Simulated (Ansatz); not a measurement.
CCl₃, SMILES Cl[C+](Cl)Cl, charge +1.

Coordinates come from a r2SCAN-D4/def2-SVP optimisation.

Two levels are set side by side: PBE/def2-SVPD (Ansatz, a first-principles code) and CAM-B3LYP/def2-SVPD (Ansatz). Energy differences of separate SCF runs at the same geometry; the states with an electron removed or added have multiplicity 2 and 2. Differences are taken from unrounded values.

| quantity | PBE |
|---|---|
| vertical ionisation energy (eV) | 17.41 |
| vertical electron affinity (eV) | 7.76 |
| vertical singlet–triplet gap (eV) | 3.19 |

**Question.** These are the PBE values. What does CAM-B3LYP give? (The exact figures need the calculation; the answer reports its results.)

**Answer.** 
```csv
quantity,CAM-B3LYP,PBE minus CAM-B3LYP
vertical ionisation energy (eV),18.20,-0.79
vertical electron affinity (eV),8.21,-0.45
vertical singlet–triplet gap (eV),3.50,-0.30
```
